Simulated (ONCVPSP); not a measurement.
What one change does to a pseudopotential (beryllium, ONCV)

beryllium (Be), optimised norm-conserving Vanderbilt (ONCV), made with ONCVPSP 4.0.1 (PBE, scalar-relativistic). Core [He], reference 2s2. Waves: 2s: rc 2.25 bohr, ncon 4, nbas 8, qcut 2.3 1/bohr, 1 projector; p scattering state at 0.38 Ha: rc 2.45 bohr, ncon 3, nbas 6, qcut 3.1 1/bohr, 1 projector; d scattering state at 0.02 Ha: rc 2.40 bohr, ncon 5, nbas 10, qcut 4.2 1/bohr, 2 projectors, debl 3 Ha. Local part: polynomial inside 1.80 bohr (lpopt 1, dvloc0 0 Ha). Core correction: Teter function, fcfact 6, rcfact 1.35.

In the p channel the program set the typed energies aside and used 0.050 Ha.

Change: s: rc 2.8.

Cutoffs: the cutoffs (Ha) at which the residual kinetic energy of the hardest occupied pseudo-wave falls to 1 and 0.1 mHa per electron; they do not see the model core or the augmentation charge, which bear on the density cutoff. Errors are all-electron minus pseudo energies relative to the spin-unpolarised reference configuration.

Task: Predict the effect on cutoff, ghosts and configuration errors.

Result: The potential gets softer (6.6 Ha and 30 Ha → 1.8 Ha and 12 Ha); of the 3 tests that both files solve, the error grows in 1 and shrinks in 2 by more than 15 % and 0.3 meV (median size 5.3 → 4.1 meV); neither file shows a bound ghost. A larger radius leaves more room for a smooth pseudo-wave, so fewer plane waves are needed.

| quantity | base | changed |
| --- | --- | --- |
| cutoff, loose | 6.6 Ha | 1.8 Ha |
| cutoff, tight | 30 Ha | 12 Ha |
| bound ghosts | none | none |
| GHOST(+) flags under 300 eV | none | none |
| tests with a reliable result | 3 of 4 | 3 of 4 |
| error for 2s1, meV [ΔE 9.55 eV] | +5.3 | -4.1 |
| error for 2s1.5, meV [ΔE 3.76 eV] | +1.3 | +0.3 |
| error for 2s1 2p1, meV [ΔE 3.61 eV] | -15 | -22 |
| p: phases at 2.49 bohr within 0.05 rad from the reference energy up to (Ha; the scan ends near 5) | 0.8 | 0.8 |
| d: phases at 2.43 bohr within 0.05 rad from the reference energy up to (Ha; the scan ends near 5) | to the end of the scan | to the end of the scan |
| rms error of d²Exc/dni dnj with the model core, mHa | 0.40 | 0.34 |

Changed file: The cutoffs count occupied waves only; projector 2 of the d channel, the hardest unoccupied one, needs 12 Ha at the loose tolerance.
